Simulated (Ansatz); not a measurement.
Wavefunction ladder for F3HOSW, SMILES `[OH][W]([F])([F])([F])=[S]`

Cartesian coordinates in Å:
```
O -1.475 -0.305 0.285
W 0.305 -0.006 -0.202
F -0.137 -0.738 -1.839
F 0.266 1.363 1.065
F 1.437 1.134 -1.130
S 1.489 -1.471 0.731
H -1.885 0.023 1.090
```

The species carries charge 0 and has multiplicity 1. Correlated methods include outer-core shells of W, which these sets cover unevenly. W: def2 effective core potential. The structure was optimised at the PBE0-D4/def2-TZVP level. It is one conformer, not always the lowest. Frozen core, restricted reference, Ansatz 0.2.0.

```tsv
basis	HF (Eh)	MP2 corr.	CCSD corr.	(T)	CCSD(T) total
def2-SVP	-837.41585	-1.26331	-1.22666	-0.04836	-838.69087
def2-TZVPP	-838.07219	-1.67501	-1.62984	-0.08003	-839.78206
def2-QZVPP	-838.10191	-1.84183	–	–	–
```
